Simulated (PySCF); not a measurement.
CH₇F₂NSi₂, SMILES [SiH2](F)C(N)[SiH2]F. The structure is a stationary point at PBE-D3(BJ)/def2-SVP. This is a generated structure with no PubChem entry under its InChIKey; it may be hypothetical. Other conformers were not sampled.

**Question.** Give the equilibrium geometry at PBE-D3(BJ)/def2-SVP (PySCF confirms it by a frequency run) as Cartesian coordinates in Å. (An estimate is asked for; the answer gives what the named calculation found.)

**Answer.** This is not unique; one that fits is 
```xyz
13

N      0.9593    -1.5985     0.0894
C      0.4531    -0.3305    -0.4845
Si     1.3183     1.2007     0.2153
F      0.8862     1.2800     1.8052
Si    -1.4298    -0.2774    -0.2991
F     -2.1402    -1.2805    -1.3869
H      0.8310    -1.5931     1.1102
H      1.9719    -1.6944    -0.0671
H      0.6078    -0.3358    -1.5903
H      0.9378     2.5049    -0.4298
H      2.8077     0.9895     0.1682
H     -1.9237     1.1139    -0.5760
H     -1.8194    -0.7341     1.0753
```
